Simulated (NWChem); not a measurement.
System: CH₇NOSi; SMILES C[SiH](N)O

The following NWChem deck was run.

```
start job
memory heap 200 mb stack 900 mb global 1100 mb
geometry units angstroms noautoz
  Si     0.093578     0.084986    -0.347284
  C      0.339872    -1.702103     0.184783
  N     -1.491200     0.545664     0.184141
  O      1.226779     1.135725     0.287620
  H      0.331970     0.220474    -1.808849
  H     -0.354859    -2.372167    -0.337266
  H      0.186458    -1.834155     1.262713
  H      1.357199    -2.034689    -0.050265
  H     -1.922900     1.401492    -0.143479
  H     -2.188120    -0.165746     0.366486
  H      1.101250     1.327481     1.228566
end
basis spherical
  Si library def2-svp
  C library def2-svp
  N library def2-svp
  O library def2-svp
  H library def2-svp
end
dft
  xc rpbe cpbe96
  iterations 150
  mulliken
end
task dft energy
```

NWChem printed, in part:

```
             Northwest Computational Chemistry Package (NWChem) 7.3.0
             --------------------------------------------------------

 C1  symmetry detected

                             Geometry "geometry" -> ""
                             -------------------------

 Output coordinates in angstroms (scale by  1.889725989 to convert to a.u.)

  No.       Tag          Charge          X              Y              Z
 ---- ---------------- ---------- -------------- -------------- --------------
    1 Si                  14.0000     0.04280297     0.07162404    -0.35957984
    2 C                    6.0000     0.50916263    -1.66065686     0.20535793
    3 N                    7.0000    -1.56464996     0.36526655     0.22009872
    4 O                    8.0000     1.07049695     1.26087507     0.20683617
    5 H                    1.0000     0.21326048     0.19214747    -1.83191755
    6 H                    1.0000    -0.12255861    -2.41918314    -0.27395223
    7 H                    1.0000     0.40934742    -1.77892669     1.29115526
    8 H                    1.0000     1.54892844    -1.88279483    -0.05989105
    9 H                    1.0000    -2.10204249     1.15740928    -0.11135333
   10 H                    1.0000    -2.16934477    -0.41484060     0.44555025
   11 H                    1.0000     0.95676634     1.46352669     1.14699836

 Effective nuclear repulsion energy (a.u.)     181.2270150013

  pbe96 is a nonlocal functional; adding pw91lda local functional.

                                 NWChem DFT Module
                                 -----------------

 Summary of "ao basis" -> "ao basis" (spherical)
 ------------------------------------------------------------------------------
       Tag                 Description            Shells   Functions and Types
 ---------------- ------------------------------  ------  ---------------------
 Si                         def2-svp                 8       18   4s3p1d
 C                          def2-svp                 6       14   3s2p1d
 N                          def2-svp                 6       14   3s2p1d
 O                          def2-svp                 6       14   3s2p1d
 H                          def2-svp                 3        5   2s1p

            General Information
            -------------------
          SCF calculation type: DFT
          Wavefunction type:  closed shell.
          No. of atoms     :    11
          No. of electrons :    42
           Alpha electrons :    21
            Beta electrons :    21
          Charge           :     0
          Spin multiplicity:     1
          Use of symmetry is: off; symmetry adaption is: off
          Maximum number of iterations: 150
          AO basis - number of functions:    95
                     number of shells:    47
          Convergence on energy requested:  1.00D-06
          Convergence on density requested:  1.00D-05
          Convergence on gradient requested:  5.00D-04

              XC Information
              --------------
                          RPBE Exchange Functional  1.000
            Perdew 1991 LDA Correlation Functional  1.000 local
           PerdewBurkeErnz. Correlation Functional  1.000 non-local

             Grid Information
             ----------------
          Grid used for XC integration:  medium
          Radial quadrature: Mura-Knowles
          Angular quadrature: Lebedev.
          Tag              B.-S. Rad. Rad. Pts. Rad. Cut. Ang. Pts.
          ---              ---------- --------- --------- ---------
          Si                  1.10       88           8.0       590
          C                   0.70       49          10.0       434
          N                   0.65       49          10.0       434
          O                   0.60       49          10.0       434
          H                   0.35       45          12.0       434
          Grid pruning is: on
          Number of quadrature shells:   550
          Spatial weights used:  Erf1

      Superposition of Atomic Density Guess
      -------------------------------------

 Sum of atomic energies:        -458.79364338

      Non-variational initial energy
      ------------------------------

 Total energy =    -460.700915
 1-e energy   =    -990.677818
 2-e energy   =     348.749888
 HOMO         =      -0.344776
 LUMO         =       0.066480

     ---------------------------------------------
      Total Density - Mulliken Population Analysis
     ---------------------------------------------

    Atom       Charge   Shell Charges
 -----------   ------   -------------------------------------------------------
    1 Si  14    12.95   2.00  1.99  0.91  0.15  5.93  0.98  0.68  0.32
    2 C    6     6.62   1.99  0.96  0.28  2.13  1.24  0.01
    3 N    7     7.78   1.99  1.03  0.45  2.60  1.71  0.01
    4 O    8     8.78   1.99  1.11  0.64  3.09  1.95  0.00
    5 H    1     1.12   0.71  0.40  0.01
    6 H    1     0.86   0.65  0.18  0.03
    7 H    1     0.87   0.65  0.19  0.03
    8 H    1     0.87   0.65  0.18  0.03
    9 H    1     0.75   0.59  0.12  0.05
   10 H    1     0.75   0.59  0.12  0.05
   11 H    1     0.65   0.52  0.08  0.06

   convergence    iter        energy       DeltaE   RMS-Dens  Diis-err
 ---------------- ----- ----------------- --------- --------- ---------
 d= 0,ls=0.0,diis     1   -461.5270637358 -6.43D+02  1.76D-02  7.12D-01
 d= 0,ls=0.0,diis     2   -461.4282484533  9.88D-02  1.18D-02  1.75D+00
 d= 0,ls=0.0,diis     3   -461.6015317446 -1.73D-01  2.11D-03  5.97D-02
 d= 0,ls=0.0,diis     4   -461.6057073290 -4.18D-03  9.58D-04  1.52D-02
 d= 0,ls=0.0,diis     5   -461.6073493331 -1.64D-03  2.33D-04  7.22D-04
  Resetting Diis
 d= 0,ls=0.0,diis     6   -461.6074219008 -7.26D-05  7.07D-05  7.59D-05
 d= 0,ls=0.0,diis     7   -461.6074315878 -9.69D-06  2.64D-05  2.22D-06
 d= 0,ls=0.0,diis     8   -461.6074312286  3.59D-07  1.67D-05  4.89D-06
 d= 0,ls=0.0,diis     9   -461.6074318616 -6.33D-07  2.55D-06  6.96D-08

[...]
```

Level: RPBE/def2-SVP. Coordinates come from a B3LYP/6-31G* (spherical d) optimisation.
